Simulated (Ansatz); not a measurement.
One change: `CC(C)(C)O[Si]O` becomes `CC(C)(C)Br`.

Ansatz, PBE0-D4/def2-TZVP geometries, multiplicity 1. Each molecule was computed in one conformer, which needn't be the lowest.

Scalar relativity is left out up to krypton.

| property | `CC(C)(C)O[Si]O` |
| --- | --- |
| size of the dipole moment (B3LYP/def2-TZVPP) / D | 2.65 |
| HOMO–LUMO gap (PBE0/def2-TZVPP) / eV | 5.82 |
| LUMO energy (ωB97M-V/def2-TZVPP) / eV | 1.01 |
| HOMO energy (B3LYP/def2-TZVPP) / eV | -6.57 |
| LUMO energy (PBE/def2-TZVPP) / eV | -1.74 |
| LUMO energy (B3LYP/def2-TZVPP) / eV | -1.12 |

Q: Give the same properties after the change, and the shifts. (Best estimate.)

A: Computed: 
```json
{"property": "size of the dipole moment (B3LYP/def2-TZVPP) / D", "`CC(C)(C)Br`": "2.35", "shift": "-0.30"}
{"property": "HOMO–LUMO gap (PBE0/def2-TZVPP) / eV", "`CC(C)(C)Br`": "7.73", "shift": "1.91"}
{"property": "LUMO energy (ωB97M-V/def2-TZVPP) / eV", "`CC(C)(C)Br`": "2.06", "shift": "1.05"}
{"property": "HOMO energy (B3LYP/def2-TZVPP) / eV", "`CC(C)(C)Br`": "-7.46", "shift": "-0.89"}
{"property": "LUMO energy (PBE/def2-TZVPP) / eV", "`CC(C)(C)Br`": "-1.02", "shift": "0.72"}
{"property": "LUMO energy (B3LYP/def2-TZVPP) / eV", "`CC(C)(C)Br`": "-0.25", "shift": "0.87"}
```

With PBE0 the HOMO falls by 0.96 eV and the LUMO rises by 0.95 eV, so the gap widens by about 1.91 eV. PBE moves the HOMO by -0.82 eV and ωB97M-V by -1.06 eV. Dipoles are sizes alone; their direction can turn.

B3LYP here is the variant with VWN-RPA as its local correlation; programs differ in this.

Spin–orbit coupling is left out; it splits and shifts lone-pair levels of the heavy atoms by tenths of an eV.
